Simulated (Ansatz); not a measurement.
A made-up structure of SnNH4, doublet:

```xyz
6
angstrom
N -0.0546 -1.5271 0.4688
Sn -0.1585 0.4116 -0.2373
H 0.7949 -1.6057 1.0414
H -1.5864 0.5027 -1.1573
H -0.9102 -2.0818 0.4429
H -0.2113 1.4908 1.0874
```

It is relaxed with PBE-D4/def2-SVP and then PBE0-D4/def2-TZVP (Ansatz 0.2.0). Atoms count as bonded within 1.22 times the sum of their covalent radii (H–H: 0.88 Å). The end point is not checked to be a true minimum.

Task: Does its bonding change? (Judge from chemistry; the calculation decides.)

Result: Computed: No: no bond forms or breaks.

Where it ends: The first stage lowers the energy by 0.46 eV in 9 steps. It ends as SnNH₄ ([NH2][SnH2]):
N1  (-0.257, -1.411, 0.666)
Sn2  (-0.193, 0.380, -0.303)
H3  (0.560, -1.633, 1.219)
H4  (-1.771, 0.535, -0.990)
H5  (-0.470, -2.210, 0.083)
H6  (0.006, 1.531, 0.971)
(Å)

Labels in which every atom is bracketed show which atoms are joined, not bond orders.

For scale, one of the runs: PBE0-D4/def2-TZVP relaxation, 105 basis functions, launched by `ansatz run in.yaml --threads 2 --pin off --events-out ev --progress --plain --max-ram 4352MiB`. Hardware: 2 CPU threads of an Arm Neoverse V2, shared host. Wall time about 19 s.
